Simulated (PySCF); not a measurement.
LDA on Nb⁻ (niobium, charge -1), [Kr] 4d4 5s2, high-spin 5D determinant. Calculation: PySCF 2.14, in aug-cc-pVDZ-PP with ECP28MDF (5s5p4d2f, 54 functions); scalar relativity through the core potential.

```
cycle= 1 E= -56.5308943535395  delta_E= -0.0232  |g|= 0.0558  |ddm|=  1.5
cycle= 2 E= -56.5306497869048  delta_E= 0.000245  |g|= 0.0586  |ddm|= 0.479
cycle= 3 E= -56.5318862689929  delta_E= -0.00124  |g|= 0.0275  |ddm|= 0.246
cycle= 4 E= -56.5327505287077  delta_E= -0.000864  |g|= 0.00159  |ddm|= 0.0869
cycle= 5 E= -56.5327547548905  delta_E= -4.23e-06  |g|= 0.00014  |ddm|= 0.00636
cycle= 6 E= -56.5327547754644  delta_E= -2.06e-08  |g|= 1.55e-05  |ddm|= 0.000898
cycle= 7 E= -56.5327547758946  delta_E= -4.3e-10  |g|= 3.8e-07  |ddm|= 6.39e-05
converged SCF energy = -56.5327547758946  <S^2> = 6.0549265  2S+1 = 5.0219225
```

Highest occupied orbital energy: 1.327 eV; ⟨L²⟩ = 6.05; populations by l: s 3.99, p 6.00, d 4.01, f 0.00.

Task: Can this result be used?

Result: With care. The calculation finished and met its thresholds. Energies and moments cover only the electrons outside the core potential. At LDA the highest occupied level has a positive energy, so only the finite basis holds that electron; in a semilocal or global hybrid functional this comes from self-interaction and does not mean that the real anion is unbound.
